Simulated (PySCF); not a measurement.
## Heteronuclear NMR

Cartesian coordinates in Å; atom numbers follow the order of the lines, from 1:
```xyz
14

Si    2.241    0.145   -0.309
N     0.519    0.178   -0.199
C    -0.321   -0.759    0.556
C    -1.747   -0.236    0.332
C    -1.460    0.961   -0.543
N    -0.227    1.130   -0.790
H     2.639   -1.177   -0.811
H     2.814    0.316    1.034
H     2.576    1.232   -1.213
H    -0.027   -0.748    1.609
H    -0.176   -1.771    0.169
H    -2.386   -0.958   -0.180
H    -2.242    0.061    1.258
H    -2.205    1.626   -0.933
```

- geometry: GFN2-xTB
- PBE0/pcSseg-1 with gauge-including orbitals
- run in PySCF 2.14.0 with density-fitted response routines
- relativity neglected, gas phase, one averaged value for each set of equivalent atoms, one computed conformer

**Question.** Predict the ²⁹Si NMR data.

**Answer.** 
| atoms | environment | σ (ppm) | δ (ppm) |
| --- | --- | --- | --- |
| Si1 | silicon bonded to N, 3 H | 404.0 | -52.1 |

Shieldings were converted by a linear fit to measured shifts: ²⁹Si: δ = 279.94 − 0.822σ (rms 8.9 ppm, 72 shifts, 25.8 ppm with the 6 outliers that the fit left out vs TMS, solution or neat liquid). A few per cent of atoms miss by over 2 rms, more outside the fitted compound classes.

On a 500 MHz spectrometer ²⁹Si resonates near 99.3 MHz, so 1 ppm is 99.3 Hz.

**Question.** Where does ¹⁵N resonate?

**Answer.** 
| atoms | environment | σ (ppm) | δ (ppm) |
| --- | --- | --- | --- |
| N6 | imine nitrogen | -126.3 | -31.7 |
| N2 | nitrogen bonded to O or N | 138.0 | -275.2 |

Shieldings were converted by a linear fit to measured shifts: ¹⁵N: δ = -148.07 − 0.921σ (rms 6.3 ppm, 71 shifts vs CH3NO2, solution or neat liquid). Occasional misses reach two or three times the rms, and more in compound classes unlike the fitted ones.

On a 500 MHz spectrometer ¹⁵N resonates near 50.7 MHz, so 1 ppm is 50.7 Hz.
